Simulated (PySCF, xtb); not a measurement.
F₂HSbTe, SMILES [F][Sb]([F])[TeH].

Harmonic wavenumbers (cm⁻¹) from GFN2-xTB run with xtb at its own minimum, in rising order: 62, 116, 130, 147, 213, 386, 401, 530, 1944.

Question: What does B3LYP-D3(BJ)/def2-SVP run with PySCF give at its own minimum? (The exact figures need the calculation; the answer reports its results.)

Answer: 32, 125, 150, 196, 212, 533, 622, 631, 2088. Paired by order, the mean absolute difference is 80 cm⁻¹ and the zero-point energies are 5.6 and 6.6 kcal/mol.
